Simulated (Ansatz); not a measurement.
OS₂, SMILES [O-][S+]=S.

Geometry optimised at PBE0-D3(BJ)/def2-TZVP.

Two levels are set side by side: PBE/def2-TZVPD (Ansatz, a first-principles code) and PBE0/def2-TZVPD (Ansatz). Energy differences of separate SCF runs at the same geometry; the states with an electron removed or added have multiplicity 2 and 2. Differences are taken from unrounded values.

| quantity | PBE0 | PBE | PBE minus PBE0 |
|---|---|---|---|
| vertical ionisation energy (eV) | 10.56 | 10.46 | -0.11 |
| vertical electron affinity (eV) | 1.81 | 1.55 | -0.25 |
| vertical singlet–triplet gap (eV) | 1.85 | 1.98 | 0.14 |
